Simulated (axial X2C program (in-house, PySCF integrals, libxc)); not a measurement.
Correcting the dissociation energy of SeF⁺ for spin–orbit coupling

A spin-free PBE0 curve (one-electron X2C) was computed with an axial X2C code built on PySCF integrals, basis Se dyall-cv3z [8s9p6d4f1g], F dyall-av3z [7s6p3d2f] (cores contracted in-house), for the state M_S = 1, Λ = 0 (beyond evenly filled blocks: π+α, π-α). It gives D0 = 3.365 eV to Se+ + F, which in a spin-free picture are the weighted means of the ground terms.

Measured levels of the ground terms (NIST Handbook of Basic Atomic Spectroscopic Data), in cm⁻¹: Se+ 4S: J = 3/2 at 0; F 2P: J = 3/2 at 0, J = 1/2 at 404.1.

The molecular state has Λ = 0, so it has no first-order lowering.

How far does each ground level lie under the (2J+1)-weighted mean of its term?

Se+: a single level, 0; F: (4 × 0 + 2 × 404.1)/6 = 135 cm⁻¹.

Correct D0.

D0 = 3.365 + (0 − 135)/8065.5 = 3.348 eV at PBE0 with these spin–orbit terms.

Second-order spin–orbit effects in the molecule, which grow quickly with Z, are left out. The state is a single determinant with fixed occupations, the lowest that a limited PBE0 search found. Dissociation energies refer to the lowest single-determinant-based atoms at the same level and basis.
